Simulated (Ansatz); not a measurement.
Geometry optimisation, RHF/def2-SVP (Ansatz 0.2.0).

input.yaml

```yaml
crystal:
  periodic: [false, false, false]
  atoms:
    - { symbol: Al, position_ang: [0.003064, -0.121381, -0.123754] }
    - { symbol: H, position_ang: [0.000706, -0.122496, 1.443976] }
    - { symbol: "N", position_ang: [1.551819, -0.077591, -0.976328] }
    - { symbol: H, position_ang: [1.676324, -0.078164, -1.97026] }
    - { symbol: H, position_ang: [2.442977, 0.016673, -0.528346] }
    - { symbol: "N", position_ang: [-1.540676, -0.251894, -0.977455] }
    - { symbol: H, position_ang: [-2.431745, -0.332858, -0.526964] }
    - { symbol: H, position_ang: [-1.669744, -0.223156, -1.970471] }
    - { symbol: Cl, position_ang: [0.073128, 2.904078, 1.497408] }
    - { symbol: H, position_ang: [0.053948, 1.667189, 1.970193] }
basis:
  gaussian: { orbitals: def2-SVP }
hamiltonian:
  xc: hf
relax:
  f_tol: 0.03
  max_steps: 50
output:
  orbitals: {}
```

Command:

```bash
$ ansatz run input.yaml --threads 2 --pin off --max-ram 3072MiB --backend cpu --events-out ev --progress --plain --runs-dir out
```

Task: Where does it end, and by what steps?

Result: The run converged. The force dipped under the threshold on the way, but the program's further checks kept it going. After 9 steps the energy has fallen by 0.113 eV; H10 moved furthest, 0.68 Å.

| step | energy less start (eV) | largest force component (eV/Å) | accepted |
| --- | --- | --- | --- |
| 0 | 0.0000 | 1.465 | yes |
| 1 | -0.0824 | 0.668 | yes |
| 2 | -0.0966 | 0.558 | yes |
| 3 | -0.0618 | 1.243 | no |
| 4 | -0.1062 | 0.266 | yes |
| 5 | -0.1109 | 0.101 | yes |
| 6 | -0.1123 | 0.037 | yes |
| 7 | -0.1127 | 0.016 | yes |
| 8 | -0.1128 | 0.141 | yes |
| 9 | -0.1134 | 0.027 | yes |

```xyz
10
Properties=species:S:1:pos:R:3
Al 0.029 -0.261 -0.157
H 0.053 -0.477 1.408
N 1.560 -0.142 -1.041
H 1.668 -0.018 -2.029
H 2.462 -0.147 -0.604
N -1.524 -0.264 -1.010
H -2.413 -0.347 -0.555
H -1.663 -0.146 -1.995
Cl -0.038 2.996 1.420
H 0.024 2.186 2.402
```

Whether the end is a true minimum wasn't checked by a vibrational analysis.

The run took 9.9 s on 2 threads of Arm Neoverse V1, with other jobs on the host, peak memory 0.17 GiB.
